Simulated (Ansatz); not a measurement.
`[CH3][Ti]([F])([F])[F]` + CH₄ → `[CH3][Ti]([CH3])([F])[F]` + H–F at 298.15 K and 1 bar (formal exchange of groups at a Ti–F bond).

Gas-phase electronic energies from Ansatz, PBE0-D4/def2-TZVP geometries. CCSD(T)/CBS adds triple-zeta CCSD(T) − MP2 to the extrapolated MP2 energy (def2 sets, frozen cores). This one scheme is used for every species. For Ti outer-core shells are correlated without core-valence functions, which leaves a few kJ/mol of doubt a bond. Scalar relativity is left out up to krypton.

| species | CCSD(T)/CBS energy (Eh) | H − E (kJ/mol) | S (J/(mol·K)) |
| --- | --- | --- | --- |
| `[CH3][Ti]([F])([F])[F]` | -1188.36791 | 131.4 | 342.9 |
| CH₄ | -40.46206 | 127.4 | 186.2 |
| `[CH3][Ti]([CH3])([F])[F]` | -1128.35702 | 218.7 | 378.1 |
| H–F | -100.39570 | 33.5 | 173.6 |

H − E and S are ideal-gas, rigid-rotor, harmonic terms from PBE0-D4/def2-TZVP. 1 Eh = 2625.50 kJ/mol, R = 8.31446 J/(mol·K).

Q: By hand: ΔE, ΔH, ΔS and ΔG.

A: ΔE = (-1128.35702) + (-100.39570) − (-1188.36791) − (-40.46206) = 0.07725 Eh = 202.8 kJ/mol. Δ(H − E) = 218.7 + 33.5 − 131.4 − 127.4 = -6.6, so ΔH = 196.2 kJ/mol. ΔS = 378.1 + 173.6 − 342.9 − 186.2 = 22.6 J/(mol·K). ΔG = 196.2 − 298.15 × (22.6)/1000 = 189.5 kJ/mol.

Q: By hand: the equilibrium constant, and the temperature at which ΔG would vanish if ΔH and ΔS stayed fixed.

A: log₁₀ K = −ΔG/(RT ln 10) = -33.2. ΔG = 0 at ΔH/ΔS = 8681 K, far beyond where these terms or the molecules hold.

ΔH outweighs TΔS. A doubt of 5 kJ/mol in ΔE shifts log₁₀ K by 0.9 here. Modes under 60 cm⁻¹, often nearly free rotors, make the harmonic entropy too high. These are equilibria of isolated gas molecules and say nothing of rates. Largest T1 diagnostic: 0.022 (customary marks: 0.02 for closed shells, 0.045 for open ones).
